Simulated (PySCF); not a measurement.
PySCF input file for BCl₂HO, SMILES OB(Cl)Cl, PBE-D3(BJ)/def2-SVP. Geometry: PBE-D3(BJ)/def2-SVP. The values are those of a single conformer.

```python
import numpy as np
from pyscf import gto, scf, dft, df
from pyscf.hessian import thermo

mol = gto.M(
    atom='''
    B     0.36528996    0.00907420   -0.00000000
    Cl   -0.55847136   -1.50888922    0.00000000
    Cl   -0.47962532    1.55258180    0.00000000
    O     1.71672468    0.01269271   -0.00000000
    H     2.08739647   -0.88968647    0.00000001
    ''',
    basis='def2-SVP',
    charge=0,
    spin=0,
    max_memory=1600,
    verbose=3,
)
mf = dft.RKS(mol, xc='pbe').density_fit(auxbasis='def2-universal-jkfit')
mf.disp = 'd3bj'
mf.grids.level = 3
mf.conv_tol = 1e-11
mf.max_cycle = 100
mf.kernel()

# [left out here: the lines that compute and print the analytic Hessian (its translational invariance restored by hand, since the grid's response is missing), thermochemistry and intensities]
```

It prints:

```
converged SCF energy = -1020.36232650966

WARN: DFTD3 does not support analytical Hessian, using finite difference


WARN: Mole.unit (angstrom) is changed to Bohr

Mode                                 0                   1                   2
Irrep
Freq [cm^-1]                      259.9999            348.0270            485.1804
Reduced mass [au]                  19.9161              6.0994              3.5100
Force const [Dyne/A]                0.7932              0.4353              0.4868
Char temp [K]                     374.0820            500.7333            698.0666
Normal mode                   x     y     z       x     y     z       x     y     z
       0   B                -0.09  0.01  0.00   -0.01 -0.05  0.00   -0.00  0.00  0.26
       1  Cl                 0.04 -0.10  0.00   -0.06 -0.04 -0.00    0.00  0.00 -0.02
       2  Cl                 0.04  0.10 -0.00    0.06 -0.03  0.00    0.00 -0.00 -0.03
       3   O                -0.10  0.00  0.00   -0.00  0.17 -0.00   -0.00  0.00 -0.03
       4   H                -0.11 -0.00 -0.00    0.22  0.27  0.00    0.00 -0.00 -0.46
Mode                                 3                   4                   5
Irrep
Freq [cm^-1]                      552.2999            565.5962            843.7580
Reduced mass [au]                  14.3858              1.3875              2.2147
Force const [Dyne/A]                2.5854              0.2615              0.9290
Char temp [K]                     794.6367            813.7671           1213.9798
Normal mode                   x     y     z       x     y     z       x     y     z
       0   B                 0.10  0.01  0.00    0.00  0.00 -0.12   -0.01 -0.20 -0.00
       1  Cl                -0.05 -0.07 -0.00   -0.00 -0.00  0.02    0.02  0.03  0.00
       2  Cl                -0.05  0.07 -0.00   -0.00  0.00  0.00   -0.02  0.04  0.00
       3   O                 0.14 -0.01 -0.00    0.00  0.00  0.09   -0.03 -0.04  0.00
       4   H                 0.15 -0.01  0.00    0.00 -0.00 -0.84    0.59  0.23 -0.00
Mode                                 6                   7                   8
Irrep
Freq [cm^-1]                     1096.9001           1360.2157           3727.5484
Reduced mass [au]                   2.1301              9.5208              1.0653
Force const [Dyne/A]                1.5100             10.3786              8.7210
Char temp [K]                    1578.1951           1957.0476           5363.1122
Normal mode                   x     y     z       x     y     z       x     y     z
       0   B                 0.02  0.20 -0.00   -0.25  0.03 -0.00    0.00  0.00 -0.00
       1  Cl                -0.01 -0.02  0.00    0.01  0.00  0.00    0.00  0.00  0.00
       2  Cl                 0.01 -0.02  0.00    0.01 -0.01  0.00    0.00 -0.00 -0.00
       3   O                -0.05 -0.06  0.00    0.13 -0.01  0.00   -0.03  0.05 -0.00
       4   H                 0.60  0.24 -0.00    0.15 -0.00 -0.00    0.39 -0.88  0.00
temperature 298.1500 [K]
pressure 101325.00 [Pa]
Rotational constants [GHz] 7.01474 3.02625 2.11417
Symmetry number 1
Zero-point energy (ZPE) 0.02105 [Eh]   55264.637 [J/mol]
                           tot       elec      trans        rot        vib
Entropy [J/mol/K]       296.635      0.000    166.019    110.348     20.268
Cv [J/mol/K]             57.718      0.000     12.472     12.472     32.775
Cp [J/mol/K]             66.033      0.000     20.786     12.472     32.775
Internal energy [J/mol]                      3718.434   3718.434  59308.313
Internal energy [Eh]   -1020.33690  -1020.36233
Enthalpy [J/mol]                             6197.391   3718.434  59308.313
Enthalpy [Eh]          -1020.33596
Gibbs free energy [J/mol]                  -43301.183 -29181.843  53265.397
Gibbs free energy [Eh] -1020.36965
static polarisability / bohr^3: [[33.627 -1.49   0.   ]
 [-1.488 42.399 -0.   ]
 [ 0.    -0.    20.675]]
largest difference of analytic and finite-field dipole derivatives / e: 0.0005740162633853796
mode   freq/cm-1   IR/(km/mol)   Raman/(A^4/amu)   depolarisation
   1      260.00         1.368             3.063            0.651
   2      348.03         9.416             1.732            0.696
   3      485.18         3.397             0.148            0.750
   4      552.30        12.391             7.203            0.090
   5      565.60       118.883             2.059            0.750
   6      843.76       207.502             1.848            0.750
   7     1096.90       352.706             1.025            0.403
   8     1360.22       281.032             2.340            0.057
   9     3727.55        88.569           101.540            0.299
max |gradient| / (hartree/bohr): 4.4851353175865094e-05
APT charges: [ 1.2756 -0.4364 -0.4117 -0.7462  0.3187]
```

Self-consistency was reached.
